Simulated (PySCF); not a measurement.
# A computed series M(SH)3(H2O)

Computed with PySCF 2.14.0, PBE0, def2-SVP on the ligands, density fitting, scalar-relativistic core potentials, no spin-orbit coupling, vacuum. Each member is relaxed from one template within its symmetry. Distances are means of the shortest metal–ligand contacts, charges and spins Mulliken's; removal energies are rigid, with the ligand's formal charge and no counterpoise, so too large; for an anion taken off a cation in vacuum most of it is the attraction of opposite charges, and multiply charged cations can part far more cheaply with an electron moved from ligand to metal. lcecp potentials hold a fixed number of 4f electrons in the core, out of states, spins and gaps.

| metal | basis on the metal | point group | M–SH (Å) | M–H2O (Å) | charge on M (e) | dipole (D) | removal of one SH (eV) | unstable modes (below −25 cm⁻¹) |
| --- | --- | --- | --- | --- | --- | --- | --- | --- |
| Y | def2-SVP with ECP28 | C1 | 2.579 | 2.336 | 0.67 | 4.70 | 8.93 | not given |
| La | def2-SVP with ECP46 | C1 | 2.747 | 2.538 | 0.83 | 4.41 | 8.56 | not given |
| Dy | lcecp-1-SVP with ECP55 | C1 | 2.602 | 2.379 | 0.71 | 5.01 | 8.71 | not given |
| Er | lcecp-1-SVP with ECP57 | C1 | 2.577 | 2.352 | 0.69 | 5.20 | 8.76 | not given |

Q: A further member has point group C1, M–SH (Å) 2.631, M–H2O (Å) 2.398, charge on M (e) 0.78, dipole (D) 4.70, removal of one SH (eV) 8.77. Which metal is it?

A: Gd, lcecp-1-SVP with ECP53. This is one of several that fit.

From Gd to Er the M–SH distance shrinks by 0.05 Å, the lanthanide contraction.

One start shape was tried for each, so a minimum needn't be the lowest isomer.
